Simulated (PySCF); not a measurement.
CH$_{5}$GaN (SMILES [CH3][Ga][NH2]), doublet, geometry from GFN2-xTB (such geometries of metal compounds can be far from the true shape) (the spin is typed, not shown lowest); PySCF with R2SCAN/aug-cc-pVDZ.

The PySCF input:
```python
from pyscf import gto, scf, dft

mol = gto.M(
    atom='''
Ga    0.228562    0.181077    0.336952
C    -0.653182    1.146628   -1.397479
H    -1.719826    0.928237   -1.398145
H    -0.188575    0.715344   -2.281931
H    -0.492708    2.222605   -1.376019
N    -0.033236   -1.703824    0.280737
H    -0.967873   -2.073789    0.131070
H     0.435315   -2.358791    0.899219
''',
    basis='aug-cc-pvdz',
    charge=0,
    spin=1,
    verbose=4,
)

mf = dft.UKS(mol)
mf.xc = 'r2scan'
mf.kernel()
mf.analyze()
```

**Question.** What does PySCF print? Leave out banner, timings and long lists.

**Answer.** 
```
PySCF version 2.14.0

[INPUT] verbose = 4
[INPUT] num. atoms = 8
[INPUT] num. electrons = 49
[INPUT] charge = 0
[INPUT] spin (= nelec alpha-beta = 2S) = 1
[INPUT] symmetry False subgroup None
[INPUT] Mole.unit = angstrom
[INPUT] Symbol           X                Y                Z      unit          X                Y                Z       unit  Magmom
[...]
nuclear repulsion = 165.562639079079
number of shells = 50
number of NR pGTOs = 211
number of NR cGTOs = 127
basis = aug-cc-pvdz
ecp = {}

******** <class 'pyscf.dft.uks.UKS'> ********
method = UKS
initial guess = minao
damping factor = 0
level_shift factor = 0
DIIS = <class 'pyscf.scf.diis.CDIIS'>
diis_start_cycle = 1
diis_space = 8
diis_damp = 0
SCF conv_tol = 1e-09
SCF conv_tol_grad = None
SCF max_cycles = 50
direct_scf = True
direct_scf_tol = 1e-13
number electrons alpha = 25  beta = 24
XC library pyscf.dft.libxc version 7.1.2
    S. Lehtola, C. Steigemann, M. J. T. Oliveira, and M. A. L. Marques,  SoftwareX 7, 1–5 (2018)
XC functionals = r2scan
    J. W. Furness, A. D. Kaplan, J. Ning, J. P. Perdew, and J. Sun,  J. Phys. Chem. Lett. 11, 8208–8215 (2020)
    J. W. Furness, A. D. Kaplan, J. Ning, J. P. Perdew, and J. Sun,  J. Phys. Chem. Lett. 11, 9248–9248 (2020)
    J. W. Furness, A. D. Kaplan, J. Ning, J. P. Perdew, and J. Sun,  J. Phys. Chem. Lett. 11, 8208–8215 (2020)
    J. W. Furness, A. D. Kaplan, J. Ning, J. P. Perdew, and J. Sun,  J. Phys. Chem. Lett. 11, 9248–9248 (2020)
radial grids:
    Treutler-Ahlrichs [JCP 102, 346 (1995); DOI:10.1063/1.469408] (M4) radial grids

becke partition: Becke, JCP 88, 2547 (1988); DOI:10.1063/1.454033
pruning grids: <function nwchem_prune>
grids dens level: 3
symmetrized grids: False
atomic radii adjust function: <function treutler_atomic_radii_adjust>
small_rho_cutoff = 0
Set gradient conv threshold to 3.16228e-05
tot grids = 97968
init E= -2019.97231455757

cycle= 1 E= -2020.4913447406  delta_E= -0.519  |g|= 0.468  |ddm|= 2.25
cycle= 2 E= -2019.85441382315  delta_E= 0.637  |g|= 1.09  |ddm|= 1.48
cycle= 3 E= -2020.57488034102  delta_E= -0.72  |g|= 0.221  |ddm|= 1.11
cycle= 4 E= -2020.6031764845  delta_E= -0.0283  |g|= 0.0719  |ddm|= 0.323
cycle= 5 E= -2020.60629718627  delta_E= -0.00312  |g|= 0.0192  |ddm|= 0.123
cycle= 6 E= -2020.60661942116  delta_E= -0.000322  |g|= 0.00478  |ddm|= 0.0301
cycle= 7 E= -2020.60663898393  delta_E= -1.96e-05  |g|= 0.00176  |ddm|= 0.0106
cycle= 8 E= -2020.60664269384  delta_E= -3.71e-06  |g|= 0.000687  |ddm|= 0.00539
cycle= 9 E= -2020.60664328858  delta_E= -5.95e-07  |g|= 0.0002  |ddm|= 0.00204
cycle= 10 E= -2020.60664334629  delta_E= -5.77e-08  |g|= 7.06e-05  |ddm|= 0.00072
cycle= 11 E= -2020.60664335079  delta_E= -4.5e-09  |g|= 1.78e-05  |ddm|= 0.000162
cycle= 12 E= -2020.60664335107  delta_E= -2.82e-10  |g|= 6.91e-06  |ddm|= 4.04e-05
Extra cycle  E= -2020.60664335108  delta_E= -8.64e-12  |g|= 8.05e-06  |ddm|= 1.68e-05
converged SCF energy = -2020.60664335108  <S^2> = 0.75724245  2S+1 = 2.0072294
**** SCF Summaries ****
Total Energy =                       -2020.606643351078219
Nuclear Repulsion Energy =             165.562639079078991
One-electron Energy =                -3141.877003138808959
Two-electron Energy =                  955.707720708651550
Two-electron Coulomb Energy =         1044.803812065280681
DFT Exchange-Correlation Energy =      -89.096091356629159
**** MO energy ****
                             alpha | beta                alpha | beta
[...]
To work with the spin densities directly, `use mulliken_meta_spin()` only printing them here.

 ** Mulliken spin pop alpha/beta on meta-lowdin orthogonal AOs **
 ** Mulliken Spin Density (per AO)  **
spin_pop of  0 Ga 1s        0.00000
spin_pop of  0 Ga 2s        0.00003
spin_pop of  0 Ga 3s        0.00122
spin_pop of  0 Ga 4s        0.24985
spin_pop of  0 Ga 5s        0.00178
spin_pop of  0 Ga 6s        0.00013
spin_pop of  0 Ga 2px       0.00000
spin_pop of  0 Ga 2py       0.00000
spin_pop of  0 Ga 2pz       0.00000
spin_pop of  0 Ga 3px      -0.00000
spin_pop of  0 Ga 3py      -0.00000
spin_pop of  0 Ga 3pz       0.00000
spin_pop of  0 Ga 4px       0.16877
spin_pop of  0 Ga 4py       0.03932
spin_pop of  0 Ga 4pz       0.17418
spin_pop of  0 Ga 5px       0.00004
spin_pop of  0 Ga 5py       0.00013
spin_pop of  0 Ga 5pz       0.00019
spin_pop of  0 Ga 6px       0.00005
spin_pop of  0 Ga 6py       0.00001
spin_pop of  0 Ga 6pz       0.00012
spin_pop of  0 Ga 3dxy     -0.00018
spin_pop of  0 Ga 3dyz      0.00001
spin_pop of  0 Ga 3dz^2    -0.00026
spin_pop of  0 Ga 3dxz     -0.00007
spin_pop of  0 Ga 3dx2-y2   -0.00000
spin_pop of  0 Ga 4dxy     -0.00011
spin_pop of  0 Ga 4dyz      0.00030
spin_pop of  0 Ga 4dz^2     0.00002
spin_pop of  0 Ga 4dxz      0.00023
spin_pop of  0 Ga 4dx2-y2    0.00040
spin_pop of  0 Ga 5dxy     -0.00023
spin_pop of  0 Ga 5dyz      0.00053
spin_pop of  0 Ga 5dz^2    -0.00005
spin_pop of  0 Ga 5dxz     -0.00003
spin_pop of  0 Ga 5dx2-y2    0.00039
spin_pop of  1 C 1s       -0.00000
spin_pop of  1 C 2s        0.03460
spin_pop of  1 C 3s        0.00002
spin_pop of  1 C 4s        0.00104
spin_pop of  1 C 2px       0.04524
spin_pop of  1 C 2py       0.03304
spin_pop of  1 C 2pz       0.14071
spin_pop of  1 C 3px       0.00020
spin_pop of  1 C 3py       0.00000
spin_pop of  1 C 3pz       0.00027
spin_pop of  1 C 4px       0.00002
spin_pop of  1 C 4py       0.00034
spin_pop of  1 C 4pz       0.00004
spin_pop of  1 C 3dxy      0.00003
spin_pop of  1 C 3dyz      0.00002
spin_pop of  1 C 3dz^2    -0.00004
spin_pop of  1 C 3dxz      0.00005
spin_pop of  1 C 3dx2-y2   -0.00003
spin_pop of  1 C 4dxy      0.00002
spin_pop of  1 C 4dyz      0.00000
spin_pop of  1 C 4dz^2    -0.00007
spin_pop of  1 C 4dxz     -0.00000
spin_pop of  1 C 4dx2-y2   -0.00006
spin_pop of  2 H 1s        0.00460
spin_pop of  2 H 2s        0.00088
spin_pop of  2 H 3s        0.00004
spin_pop of  2 H 2px       0.00003
spin_pop of  2 H 2py       0.00002
spin_pop of  2 H 2pz       0.00014
spin_pop of  2 H 3px       0.00003
spin_pop of  2 H 3py       0.00003
spin_pop of  2 H 3pz      -0.00001
spin_pop of  3 H 1s        0.00055
spin_pop of  3 H 2s        0.00078
spin_pop of  3 H 3s        0.00009
spin_pop of  3 H 2px       0.00010
spin_pop of  3 H 2py       0.00001
spin_pop of  3 H 2pz       0.00003
spin_pop of  3 H 3px       0.00001
spin_pop of  3 H 3py       0.00004
spin_pop of  3 H 3pz       0.00002
spin_pop of  4 H 1s       -0.00834
spin_pop of  4 H 2s        0.00027
spin_pop of  4 H 3s        0.00025
spin_pop of  4 H 2px       0.00005
spin_pop of  4 H 2py      -0.00000
spin_pop of  4 H 2pz       0.00012
spin_pop of  4 H 3px       0.00004
spin_pop of  4 H 3py      -0.00002
spin_pop of  4 H 3pz       0.00008
spin_pop of  5 N 1s       -0.00000
spin_pop of  5 N 2s        0.00794
spin_pop of  5 N 3s        0.00001
spin_pop of  5 N 4s        0.00067
spin_pop of  5 N 2px       0.00018
spin_pop of  5 N 2py       0.05089
spin_pop of  5 N 2pz       0.03723
spin_pop of  5 N 3px      -0.00001
spin_pop of  5 N 3py       0.00022
spin_pop of  5 N 3pz       0.00040
spin_pop of  5 N 4px       0.00005
spin_pop of  5 N 4py       0.00000
spin_pop of  5 N 4pz       0.00017
spin_pop of  5 N 3dxy      0.00002
spin_pop of  5 N 3dyz     -0.00007
spin_pop of  5 N 3dz^2     0.00005
spin_pop of  5 N 3dxz      0.00001
spin_pop of  5 N 3dx2-y2    0.00006
spin_pop of  5 N 4dxy     -0.00002
spin_pop of  5 N 4dyz      0.00001
spin_pop of  5 N 4dz^2     0.00001
spin_pop of  5 N 4dxz     -0.00001
spin_pop of  5 N 4dx2-y2    0.00002
spin_pop of  6 H 1s        0.01311
spin_pop of  6 H 2s        0.00081
spin_pop of  6 H 3s        0.00001
spin_pop of  6 H 2px       0.00004
spin_pop of  6 H 2py       0.00013
spin_pop of  6 H 2pz       0.00004
spin_pop of  6 H 3px      -0.00000
spin_pop of  6 H 3py      -0.00002
spin_pop of  6 H 3pz       0.00008
spin_pop of  7 H 1s       -0.00494
spin_pop of  7 H 2s        0.00021
spin_pop of  7 H 3s        0.00029
spin_pop of  7 H 2px      -0.00004
spin_pop of  7 H 2py       0.00013
spin_pop of  7 H 2pz       0.00013
spin_pop of  7 H 3px      -0.00003
spin_pop of  7 H 3py       0.00010
spin_pop of  7 H 3pz       0.00009
 ** Mulliken Spin Density (per atom)  **
spin density of  0 Ga =      0.63678
spin density of  1 C =      0.25543
spin density of  2 H =      0.00574
spin density of  3 H =      0.00163
spin density of  4 H =     -0.00756
spin density of  5 N =      0.09782
spin density of  6 H =      0.01421
spin density of  7 H =     -0.00405
 ** Mulliken pop alpha/beta on meta-lowdin orthogonal AOs **
 ** Mulliken pop       alpha | beta **
In total            25.00000 | 24.00000
 ** Mulliken atomic charges   ( Nelec_alpha | Nelec_beta ) **
charge of  0Ga =      0.34546  (    15.64566     15.00888 )
charge of  1C =     -0.50526  (     3.38035      3.12492 )
charge of  2H =      0.12147  (     0.44213      0.43639 )
charge of  3H =      0.12720  (     0.43721      0.43558 )
charge of  4H =      0.12236  (     0.43504      0.44260 )
charge of  5N =     -0.63928  (     3.86855      3.77073 )
charge of  6H =      0.21268  (     0.40076      0.38656 )
charge of  7H =      0.21537  (     0.39029      0.39434 )
Dipole moment(X, Y, Z, Debye): -0.54692, -0.19445,  0.42633
```
